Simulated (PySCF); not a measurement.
**Multinuclear NMR of C7H4F4**

Molfile (atoms numbered from 1):
```
C7H4F4
     RDKit          3D

 15 15  0  0  0  0  0  0  0  0999 V2000
   -0.4719    2.2479    0.7461 F   0  0  0  0  0  0  0  0  0  0  0  0
    0.1124    1.1122    0.3433 C   0  0  0  0  0  0  0  0  0  0  0  0
    1.4902    1.0664    0.2309 C   0  0  0  0  0  0  0  0  0  0  0  0
    2.0925   -0.1077   -0.1854 C   0  0  0  0  0  0  0  0  0  0  0  0
    1.3241   -1.2209   -0.4848 C   0  0  0  0  0  0  0  0  0  0  0  0
   -0.0539   -1.1692   -0.3705 C   0  0  0  0  0  0  0  0  0  0  0  0
   -0.6725    0.0021    0.0464 C   0  0  0  0  0  0  0  0  0  0  0  0
   -2.1686    0.0914    0.1830 C   0  0  0  0  0  0  0  0  0  0  0  0
   -2.6995    1.0345   -0.6104 F   0  0  0  0  0  0  0  0  0  0  0  0
   -2.5517    0.3818    1.4359 F   0  0  0  0  0  0  0  0  0  0  0  0
   -2.7792   -1.0587   -0.1398 F   0  0  0  0  0  0  0  0  0  0  0  0
    2.0668    1.9453    0.4701 H   0  0  0  0  0  0  0  0  0  0  0  0
    3.1669   -0.1513   -0.2753 H   0  0  0  0  0  0  0  0  0  0  0  0
    1.7982   -2.1336   -0.8090 H   0  0  0  0  0  0  0  0  0  0  0  0
   -0.6582   -2.0322   -0.6024 H   0  0  0  0  0  0  0  0  0  0  0  0
  1  2  1  0
  2  3  2  0
  3  4  1  0
  4  5  2  0
  5  6  1  0
  6  7  2  0
  7  8  1  0
  8  9  1  0
  8 10  1  0
  8 11  1  0
  7  2  1  0
  3 12  1  0
  4 13  1  0
  5 14  1  0
  6 15  1  0
M  END
```

Theory: NMR shieldings at PBE0/pcSseg-1/GIAO, geometry from GFN2-xTB, in PySCF (relativity neglected, gas phase, fast rotation and ring inversion assumed for equivalent nuclei, one computed conformer).

Predict the 19F NMR data.

Answers


```tsv
atoms	environment	σ (ppm)	δ (ppm)
F9/F10/F11	fluorine of a CF3 group	247.8	-63.0
F1	aryl fluorine	284.2	-110.5
```

Shieldings were converted by a linear fit to measured shifts: 19F: δ = 146.13 − 0.903σ +14.6 on sp3 carbon (rms 6.0 ppm, 223 shifts, 7.0 ppm with the 5 outliers that the fit left out vs CFCl3, solution or neat liquid). Occasional misses reach two or three times the rms, and more in compound classes unlike the fitted ones.

On a 500 MHz spectrometer 19F resonates near 470.5 MHz, so 1 ppm is 470.5 Hz.
